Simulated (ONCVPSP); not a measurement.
Co, ONCV: configuration errors across variants

- Element: Co (Z = 27)
- Generator: ONCVPSP 4.0.1
- Type: optimised norm-conserving Vanderbilt (ONCV)
- Functional: PBE
- Relativity: scalar-relativistic
- Frozen core: [Ne]
- Valence charge: 17
- Reference configuration: 3s2 3p6 3d7 4s2
- Partial waves: 3s+4s: rc 1.25 bohr, ncon 4, nbas 9, qcut 12.7 1/bohr, 2 projectors; 3p: rc 1.05 bohr, ncon 4, nbas 9, qcut 14.3 1/bohr, 2 projectors, debl 0.8 Ha; 3d: rc 0.85 bohr, ncon 5, nbas 8, qcut 11.4 1/bohr, local
- Local potential: the d channel
- Core correction: none

In the p channel the program set the typed energies aside and used -2.412, 0.250 Ha.

All-electron excitation energies from the reference (eV): (1) 3s2 3p6 3d7 4s1 9.031; (2) 3s2 3p6 3d7 4s0 25.816; (3) 3s2 3p6 3d6 4s0 61.686; (4) 3s2 3p6 3d8 4s1 -1.204.

2 further variants failed, have other tests or another functional or relativity, and are left out.

A true bound ghost makes a file unfit for plane-wave use even where its test errors are small: the radial tests pick states by their node count and pass the ghost by.

Errors AE − PS in meV (a dash: test not solved or not reliable):

| change | (1) | (2) | (3) | (4) | bound ghosts | GHOST(+) flags above zero |
| --- | --- | --- | --- | --- | --- | --- |
| base | -0.4 | 0.0 | -9.5 | -2.1 | p | s |
| d: nproj 1; local potential polynomial inside 0.70 bohr (lpopt 5, dvloc0 4 Ha) | -0.4 | +0.1 | -5.4 | -0.9 | none | none |
| core correction polynomial model core, fcfact 0.4 | -0.5 | -0.6 | -9.6 | -2.6 | p | s |
| all radii scaled by about 0.97 (s 1.20, p 1.02, d 0.82 bohr) | -1.5 | -3.4 | – | -0.8 | none | s, p |

(1) Give the same row for: p: rc 1.28.

Results:

(1) -0.4, 0.0, -9.0, -2.0; bound ghosts: none; GHOST(+) flags above zero: s.
